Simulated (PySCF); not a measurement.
Si(F)(Me)2(SH) (C2H7FSSi), SMILES C[Si](C)(F)S.

Geometry optimised at B3LYP-D3(BJ)/def2-SVP. One conformer was computed; it need not be the lowest.

Two levels are set side by side: TDA-PBE/def2-SVPD (PySCF) and TDA-M06-2X/def2-SVPD (PySCF). Vertical, same geometry. The lowest singlet is HOMO→LUMO 99 % with PBE and HOMO→LUMO 48 %, HOMO→LUMO+2 23 %, HOMO→LUMO+1 17 % with the other functional; states are paired by order. Differences are taken from unrounded values.

```tsv
quantity	TDA-M06-2X	TDA-PBE	TDA-PBE minus TDA-M06-2X
lowest singlet excitation (eV)	5.96	5.49	-0.47
lowest triplet excitation (TDA) (eV)	5.65	5.19	-0.47
```

Functionals without exact exchange tend to place singlet excitations lower, as here. Differences between two approximate levels are no errors against the true value.

Rough cost on one machine, each run with all the roots and properties that it gave: TDA-M06-2X against TDA-PBE about 10 times.
